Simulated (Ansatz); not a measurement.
`[CH3][Nb](=[O])([OH])[OH]` + H–F → `[CH3][Nb](=[O])([OH])[F]` + H₂O at 298.15 K and 1 bar (ligand exchange at the Nb–O bond).

Gas-phase electronic energies from Ansatz, PBE0-D4/def2-TZVP geometries. CCSD(T)/CBS adds triple-zeta CCSD(T) − MP2 to the extrapolated MP2 energy (def2 sets, frozen cores). This one scheme is used for every species. def2 core potentials past Kr. For Nb outer-core shells are correlated without core-valence functions, which leaves a few kJ/mol of doubt a bond. One conformer a species, not always the lowest.

| species | CCSD(T)/CBS energy (Eh) | H − E (kJ/mol) | S (J/(mol·K)) |
| --- | --- | --- | --- |
| `[CH3][Nb](=[O])([OH])[OH]` | -323.66523 | 193.5 | 367.3 |
| H–F | -100.39570 | 33.5 | 173.6 |
| `[CH3][Nb](=[O])([OH])[F]` | -347.69388 | 163.2 | 359.9 |
| H₂O | -76.37941 | 66.4 | 188.7 |

H − E and S are ideal-gas, rigid-rotor, harmonic terms from PBE0-D4/def2-TZVP, for one conformer and one mirror image of each species. 1 Eh = 2625.50 kJ/mol, R = 8.31446 J/(mol·K).

Problem. By hand: ΔE, ΔH, ΔS and ΔG.

Solution. ΔE = (-347.69388) + (-76.37941) − (-323.66523) − (-100.39570) = -0.01236 Eh = -32.5 kJ/mol. Δ(H − E) = 163.2 + 66.4 − 193.5 − 33.5 = 2.6, so ΔH = -29.9 kJ/mol. ΔS = 359.9 + 188.7 − 367.3 − 173.6 = 7.7 J/(mol·K). ΔG = -29.9 − 298.15 × (7.7)/1000 = -32.2 kJ/mol.

Problem. By hand: the equilibrium constant, and the temperature at which ΔG would vanish if ΔH and ΔS stayed fixed.

Solution. log₁₀ K = −ΔG/(RT ln 10) = 5.6. ΔH and −TΔS have one sign here, so there is no such temperature.

The number of gas molecules stays the same, so ΔS is small and ΔH decides. A doubt of 5 kJ/mol in ΔE shifts log₁₀ K by 0.9 here. Other conformers and mirror images would add mixing entropy, several J/(mol·K) or more a flexible species. These are equilibria of isolated gas molecules and say nothing of rates. Largest T1 diagnostic: 0.022 (customary marks: 0.02 for closed shells, 0.045 for open ones).

ΔS is within the doubt of such terms, so its sign, and with it that verdict, could turn.
